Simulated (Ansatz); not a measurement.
`F[SiH2]C1C[SiH2]1` → `F[C@H]1C[Si@H]1[SiH3]`  (isomerisation)

Computed with Ansatz on PBE0-D4/def2-TZVP structures; ΔE is electronic, products minus reactants. CCSD(T)/CBS adds triple-zeta CCSD(T) − MP2 to the extrapolated MP2 energy (def2 sets, frozen cores). One conformer a species, not always the lowest.

| species | SCS-MP2/def2-QZVPP energy (Eh) |
| --- | --- |
| `F[SiH2]C1C[SiH2]1` | -758.17602 |
| `F[C@H]1C[Si@H]1[SiH3]` | -758.07695 |

Task: Work out ΔE.

Result: ΔE = (-758.07695) − (-758.17602) = 0.09907 Eh = +62.2 kcal/mol. CCSD(T)/CBS gives +59.0 kcal/mol.

Largest T1 diagnostic among the species: 0.013.

From PBE to PBE0 (25 % exact exchange), in def2-TZVPP and without D4, ΔE moves by +3.3 kcal/mol.
